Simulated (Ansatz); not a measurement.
System: C₇H₁₃, charge 0, multiplicity 2. It need not be the lowest isomer of its formula. 
Structure (B3LYP-D3(BJ)/def2-TZVP (Ansatz, a program for electronic structure) minimum search):
```xyz
20

C     -2.2520    -0.2549    -0.9793
C     -1.2348    -0.2365     0.1614
C     -0.6110     1.1467     0.4399
C      0.7312     0.8282     1.1110
C      1.2358    -0.4430     0.3862
C      2.1713    -0.1190    -0.7933
C     -0.0342    -1.1001    -0.0515
H     -2.6473    -1.2599    -1.1398
H     -1.7891     0.0773    -1.9113
H     -3.0948     0.4057    -0.7630
H     -1.7598    -0.5641     1.0755
H     -1.2531     1.7860     1.0473
H     -0.4454     1.6608    -0.5115
H      0.5689     0.6067     2.1689
H      1.4439     1.6526     1.0556
H      1.7973    -1.0839     1.0770
H      3.0970     0.3396    -0.4368
H      1.6938     0.5716    -1.4913
H      2.4307    -1.0239    -1.3457
H     -0.0800    -2.0970    -0.4709
```
Charge 0, spin multiplicity 2.

Parts of the frozen-core correlation energy in 6-31G (Ansatz, hartree). Frozen orbitals: 7; correlated occupied orbitals by spin: 21 and 20; virtual: 61 and 62. UHF or UKS for open shells. No spin-orbit coupling. Non-relativistic.

```tsv
term	value
reference (HF)	-272.49920
MP2 opposite-spin	?
MP2 same-spin	?
CCSD correlation	-0.69526
(T)	?
T1 diagnostic	0.008
largest doubles amplitude	0.012
<S^2> of the reference	0.765
```

**Question.** Fill in the missing entries.

**Answer.** 
- MP2 opposite-spin, value: -0.47862
- MP2 same-spin, value: -0.13556
- (T), value: -0.01765
